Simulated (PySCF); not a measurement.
# Continuum solvent and chemical shifts

Atom-mapped SMILES (the numbers label the heavy atoms): `[O:1]=[S:2]1(=[O:3])[C:4]([F:5])=[CH:6][c:7]2[c:8]([F:9])[cH:10][cH:11][cH:12][c:13]21`. Each H is labelled by its parent atom.

GIAO PBE0/pcSseg-1 in PySCF on one PBE0-D3(BJ)/def2-SVP conformer, non-relativistic, equivalent nuclei averaged. Solvents enter as an IEF-PCM continuum (chloroform with ε = 4.7, dichloromethane with ε = 8.9) around the gas-phase geometry. Shifts are referred to CS2, TMS, CFCl3 computed in the same medium.

In chloroform, δ in ppm: S2 307.1, C4 172.1, C8 164.9, C13 141.5, C11 139.1, C10 128.4, C12 124.2, C7 120.2, C6 106.2, F9 -118.3, F5 -134.1, H(C11) 7.84, H(C12) 7.78, H(C10) 7.61. Dipole moment 5.76 D.

(1) How does each δ change in the more polar medium?

(2) Which of the listed nuclei move most (in ppm), and what does the model miss? (N and O are left out, as their reference compounds move with the solvent too.)

Answers

(1) 
| atoms | environment | Δδ, dichloromethane |
| --- | --- | --- |
| S2 | sulfone sulfur | +0.4 |
| C4 | fully substituted alkene carbon | -0.1 |
| C8 | aromatic carbon bearing fluorine | +0.2 |
| C13 | aromatic carbon bearing sulfur | 0.0 |
| C11 | aromatic CH | +0.5 |
| C10 | aromatic CH | +0.6 |
| C12 | aromatic CH | +0.3 |
| C7 | substituted aromatic carbon | +0.1 |
| C6 | alkene CH | +0.8 |
| F9 | aryl fluorine | +0.4 |
| F5 | vinylic fluorine | -0.7 |
| H(C11) | hydrogen on an aromatic CH | +0.06 |
| H(C12) | hydrogen on an aromatic CH | +0.04 |
| H(C10) | hydrogen on an aromatic CH | +0.06 |

Changes are relative to chloroform. The dipole moment becomes 5.98 D in dichloromethane.

(2) C6 (alkene CH, +0.8 ppm) and F5 (vinylic fluorine, -0.7 ppm) in dichloromethane. A continuum only polarises the solute; specific hydrogen bonds, the anisotropy of aromatic solvents and changes of geometry or conformer are outside it.
